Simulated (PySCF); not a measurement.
Diagnose this run.

A core-ionisation job on C3H4ClNSi, SMILES `C#C[Si@H](Cl)N=C`. Computed with delta-SCF UKS HF, pcX-2 on the ionised atom, pcseg-1 elsewhere, spin-free X2C in PySCF.

Driver input (Å, PBE0-D3(BJ)/def2-SVP geometry):

```
{"job": {"kind": "xps", "xc": "HF"}, "charge": 0, "multiplicity": 1}
C     -2.0895    -1.2026     0.0898
C     -1.3713    -0.2199     0.1170
Si    -0.2038     1.1910     0.1698
Cl    -0.4111     2.2621    -1.5753
N      1.4538     0.6673     0.2750
C      1.8379    -0.5342     0.3368
H     -2.7397    -2.0595     0.0611
H     -0.5007     2.0816     1.3143
H      1.1572    -1.4119     0.3226
H      2.9162    -0.7680     0.4089
```

Output:

```
ground state, core basis on atom 0 (C), 143 functions
  cycle   1  E = -920.52350376  |g| = 5.09e-01
  cycle   2  E = -920.60252027  |g| = 2.18e-01
  cycle   3  E = -920.61401492  |g| = 7.09e-02
  cycle   4  E = -920.61562129  |g| = 2.55e-02
  cycle   5  E = -920.61581965  |g| = 4.87e-03
  cycle   6  E = -920.61583905  |g| = 2.29e-03
  cycle   7  E = -920.61584289  |g| = 8.56e-04
  cycle   8  E = -920.61584333  |g| = 3.21e-04
  E(ground) = -920.61584333 Eh
hole in C 1s of atom 0
  cycle   1  E = -909.34443659  |g| = 1.48e+00
  cycle   2  E = -909.57861117  |g| = 9.76e-01
  cycle   3  E = -909.89348873  |g| = 2.17e-01
  cycle   4  E = -909.91428316  |g| = 5.75e-02
  cycle   5  E = -909.91692778  |g| = 2.86e-02
  cycle   6  E = -909.91938843  |g| = 2.62e-02
  cycle   7  E = -909.92252766  |g| = 2.42e-02
  cycle   8  E = -909.92872632  |g| = 1.79e-02
  cycle   9  E = -909.93043060  |g| = 9.79e-03
  cycle  10  E = -909.93045699  |g| = 6.38e-03
  cycle  11  E = -909.93061110  |g| = 1.54e-03
  cycle  12  E = -909.93061600  |g| = 9.93e-04
  cycle  13  E = -909.93062009  |g| = 2.81e-04
  E(ion) = -909.93062009 Eh   <S^2> = 1.2596   hole on atom = 1.000   binding energy = 290.760 eV
ground state, core basis on atom 1 (C), 143 functions
  cycle   1  E = -920.61797143  |g| = 2.80e-02
  cycle   2  E = -920.61805634  |g| = 9.65e-03
  cycle   3  E = -920.61807302  |g| = 5.96e-03
  cycle   4  E = -920.61808155  |g| = 3.63e-04
  E(ground) = -920.61808155 Eh
hole in C 1s of atom 1
  cycle   1  E = -909.37424322  |g| = 1.49e+00
  cycle   2  E = -909.58780502  |g| = 9.85e-01
  cycle   3  E = -909.91454889  |g| = 2.29e-01
  cycle   4  E = -909.93700739  |g| = 5.04e-02
  cycle   5  E = -909.93919614  |g| = 2.66e-02
  cycle   6  E = -909.94137210  |g| = 2.47e-02
  cycle   7  E = -909.94437983  |g| = 2.28e-02
  cycle   8  E = -909.94965146  |g| = 1.73e-02
  cycle   9  E = -909.95137821  |g| = 1.24e-02
  cycle  10  E = -909.95141192  |g| = 8.25e-03
  cycle  11  E = -909.95174015  |g| = 8.67e-04
  cycle  12  E = -909.95174050  |g| = 6.92e-04
  cycle  13  E = -909.95174187  |g| = 3.18e-04
  E(ion) = -909.95174187 Eh   <S^2> = 1.2325   hole on atom = 1.000   binding energy = 290.246 eV
ground state, core basis on atom 2 (Si), 154 functions
  cycle   1  E = -920.68988958  |g| = 7.69e-02
  cycle   2  E = -920.69025714  |g| = 1.13e-02
  cycle   3  E = -920.69028383  |g| = 4.84e-03
  cycle   4  E = -920.69028971  |g| = 1.38e-03
  cycle   5  E = -920.69029041  |g| = 5.11e-04
  cycle   6  E = -920.69029053  |g| = 1.16e-04
  E(ground) = -920.69029053 Eh
hole in Si 1s of atom 2
  cycle   1  E = -851.67889227  |g| = 4.32e+00
  cycle   2  E = -852.55386890  |g| = 1.07e+00
  cycle   3  E = -852.70097775  |g| = 2.34e-01
  cycle   4  E = -852.72433331  |g| = 9.35e-02
  cycle   5  E = -852.72888297  |g| = 1.59e-02
  cycle   6  E = -852.72905299  |g| = 5.24e-03
  cycle   7  E = -852.72910034  |g| = 2.19e-03
  cycle   8  E = -852.72911081  |g| = 1.30e-03
  cycle   9  E = -852.72911451  |g| = 8.99e-04
  cycle  10  E = -852.72911775  |g| = 6.83e-04
  cycle  11  E = -852.72912003  |g| = 5.98e-04
  cycle  12  E = -852.72912206  |g| = 5.59e-04
  cycle  13  E = -852.72912623  |g| = 4.95e-04
  E(ion) = -852.72912623 Eh   <S^2> = 0.7552   hole on atom = 1.000   binding energy = 1849.317 eV
hole in Si 2p of atom 2
  cycle   1  E = -916.39732625  |g| = 1.22e+00
  cycle   2  E = -916.63575951  |g| = 5.07e-01
  cycle   3  E = -916.71254498  |g| = 1.28e-01
  cycle   4  E = -916.72056781  |g| = 3.55e-02
  cycle   5  E = -916.72136597  |g| = 1.17e-02
  cycle   6  E = -916.72150400  |g| = 5.17e-03
  cycle   7  E = -916.72156494  |g| = 2.40e-03
  cycle   8  E = -916.72157750  |g| = 1.42e-03
  cycle   9  E = -916.72158216  |g| = 7.99e-04
  cycle  10  E = -916.72158441  |g| = 5.80e-04
  cycle  11  E = -916.72158583  |g| = 4.93e-04
  E(ion) = -916.72158583 Eh   <S^2> = 0.7604   hole on atom = 1.002   binding energy = 107.994 eV
  2p3/2 = 107.814 eV   2p1/2 = 108.410 eV
ground state, core basis on atom 3 (Cl), 154 functions
  cycle   1  E = -920.79760575  |g| = 1.15e-01
  cycle   2  E = -920.79782491  |g| = 9.78e-03
  cycle   3  E = -920.79783681  |g| = 3.29e-03
  cycle   4  E = -920.79783925  |g| = 1.44e-03
  cycle   5  E = -920.79783990  |g| = 4.64e-04
  E(ground) = -920.79783990 Eh
hole in Cl 1s of atom 3
  cycle   1  E = -815.59723154  |g| = 5.42e+00
  cycle   2  E = -816.70456129  |g| = 1.14e+00
  cycle   3  E = -816.81601632  |g| = 1.01e-01
  cycle   4  E = -816.81783790  |g| = 1.80e-02
  cycle   5  E = -816.81797094  |g| = 8.28e-03
  cycle   6  E = -816.81801589  |g| = 2.63e-03
  cycle   7  E = -816.81802566  |g| = 9.42e-04
  cycle   8  E = -816.81802778  |g| = 3.88e-04
  E(ion) = -816.81802778 Eh   <S^2> = 0.7526   hole on atom = 1.000   binding energy = 2829.435 eV
hole in Cl 2p of atom 3
  cycle   1  E = -912.77795056  |g| = 1.63e+00
  cycle   2  E = -913.18574501  |g| = 5.52e-01
  cycle   3  E = -913.23025607  |g| = 3.15e-02
  cycle   4  E = -913.23077852  |g| = 1.78e-02
  cycle   5  E = -913.23095616  |g| = 7.17e-03
  cycle   6  E = -913.23101520  |g| = 2.69e-03
  cycle   7  E = -913.23102811  |g| = 9.49e-04
  cycle   8  E = -913.23102993  |g| = 4.49e-04
  E(ion) = -913.23102993 Eh   <S^2> = 0.7580   hole on atom = 1.001   binding energy = 205.903 eV
  2p3/2 = 205.350 eV   2p1/2 = 206.955 eV
ground state, core basis on atom 4 (N), 143 functions
  cycle   1  E = -920.62926387  |g| = 3.66e-02
  cycle   2  E = -920.62943402  |g| = 7.65e-03
  cycle   3  E = -920.62944512  |g| = 4.62e-03
  cycle   4  E = -920.62944972  |g| = 6.95e-04
  cycle   5  E = -920.62944989  |g| = 2.41e-04
  E(ground) = -920.62944989 Eh
hole in N 1s of atom 4
  cycle   1  E = -905.05835691  |g| = 1.84e+00
  cycle   2  E = -905.42086385  |g| = 1.13e+00
  cycle   3  E = -905.76666067  |g| = 1.36e-01
  cycle   4  E = -905.77421461  |g| = 3.57e-02
  cycle   5  E = -905.77517425  |g| = 1.97e-02
  cycle   6  E = -905.77583821  |g| = 1.32e-02
  cycle   7  E = -905.77618478  |g| = 7.89e-03
  cycle   8  E = -905.77640895  |g| = 4.71e-03
  cycle   9  E = -905.77651022  |g| = 1.80e-03
  cycle  10  E = -905.77652535  |g| = 5.61e-04
  cycle  11  E = -905.77652620  |g| = 2.28e-04
  E(ion) = -905.77652620 Eh   <S^2> = 0.8151   hole on atom = 1.000   binding energy = 404.169 eV
ground state, core basis on atom 5 (C), 143 functions
  cycle   1  E = -920.61478453  |g| = 3.38e-02
  cycle   2  E = -920.61490114  |g| = 1.83e-02
  cycle   3  E = -920.61496784  |g| = 3.92e-03
  cycle   4  E = -920.61497169  |g| = 4.02e-04
  E(ground) = -920.61497169 Eh
hole in C 1s of atom 5
  cycle   1  E = -909.29528972  |g| = 1.48e+00
  cycle   2  E = -909.58952981  |g| = 8.92e-01
  cycle   3  E = -909.84221709  |g| = 1.74e-01
  cycle   4  E = -909.85601345  |g| = 6.36e-02
  cycle   5  E = -909.85863957  |g| = 2.89e-02
  cycle   6  E = -909.86089729  |g| = 2.39e-02
  cycle   7  E = -909.86259562  |g| = 2.24e-02
  cycle   8  E = -909.86457052  |g| = 2.12e-02
  cycle   9  E = -909.86983585  |g| = 1.31e-02
  cycle  10  E = -909.87097788  |g| = 4.20e-03
  cycle  11  E = -909.87088015  |g| = 4.53e-03
  cycle  12  E = -909.87097588  |g| = 2.53e-03
  cycle  13  E = -909.87100208  |g| = 6.56e-04
  cycle  14  E = -909.87100299  |g| = 5.05e-04
  cycle  15  E = -909.87100426  |g| = 4.62e-05
  E(ion) = -909.87100426 Eh   <S^2> = 1.1664   hole on atom = 1.000   binding energy = 292.358 eV
```

The program numbers atoms from 0. The 2p3/2 and 2p1/2 values come from a spin–orbit splitting computed afterwards; their 2:1 mean is the average over the three 2p orbitals and can differ from the one hole solved.

Do all binding energies of this run deserve the same trust?

No. Every hole passed the driver's convergence checks (|g| < 5e-4, core orbital emptied to over 0.9), but ⟨S²⟩ is 1.260 for C1s on atom 0, 1.232 for C1s on atom 1 and 1.166 for C1s on atom 5, against 0.75 for a pure doublet, so the unrestricted ion state holds higher spin components.

How can it be mended?

Recompute such holes with a restricted open-shell or spin-projected scheme and compare; until then these binding energies are doubtful.
